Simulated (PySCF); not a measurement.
**SMILES FC[C@H]1C=C(F)C1, C$_{5}$H$_{6}$F$_{2}$**

Geometry:
```
atom   x (Å)   y (Å)   z (Å)
  F1  -2.130  -1.227   0.616
  C2  -1.593   0.010   0.356
  C3  -0.322  -0.125  -0.478
  C4  -0.173   0.823  -1.651
  C5   0.944   1.339  -1.159
  F6   1.805   2.267  -1.582
  C7   0.988   0.505   0.083
  H8  -1.406   0.477   1.327
  H9  -2.365   0.572  -0.181
 H10  -0.206  -1.176  -0.751
 H11  -0.765   0.977  -2.531
 H12   1.836  -0.174   0.161
 H13   0.875   1.050   1.017
```

The calculation used GIAO HF/pcSseg-1 magnetisability, rotational g tensor and spin-rotation constants, non-relativistic, gas phase in PySCF 2.14.0. Geometry: GFN2-xTB, dihedral held. The dihedral F1–C2–C3–C4 is held at 135°.

(1) How diamagnetic is it, and how anisotropic?

(2) Split it along the inertial axes a, b, c into diamagnetic and paramagnetic parts about the centre of mass, with the quadrupole moment.

(3) And the rotational g tensor?

Results:

(1) Isotropic -949 × 10⁻³⁰ J/T², or -57.2 × 10⁻⁶ cm³/mol; principal values -1003, -945, -899 × 10⁻³⁰ J/T², anisotropy 90 × 10⁻³⁰ J/T² (root of half the summed squared differences of the principal values). The susceptibility is in cgs units.

(2) 
```tsv
axis	χ (10⁻⁶ cm³/mol)	diamagnetic (10⁻⁶ cm³/mol)	paramagnetic (10⁻⁶ cm³/mol)	summed x² of all electrons (Å²)	quadrupole Θ (D Å)
a	-60.4	-219.6	159.2	201.2	-16.31
b	-54.1	-932.3	878.2	33.2	+9.72
c	-56.9	-994.3	937.4	18.6	+6.59
```
Anisotropies 2χaa − χbb − χcc = -9.7 and 2χbb − χaa − χcc = +9.0 × 10⁻⁶ cm³/mol. Θ is traceless in Buckingham's convention.

(3) 
| axis | rotational constant (GHz) | g | nuclear part | electronic part |
| --- | --- | --- | --- | --- |
| a | 9.4877 | -0.0331 | 0.6766 | -0.7097 |
| b | 1.2559 | -0.0171 | 0.5010 | -0.5181 |
| c | 1.1833 | -0.0135 | 0.5076 | -0.5211 |

Asymmetric top; isotopes 12C, 19F, 1H; no vibrational averaging.
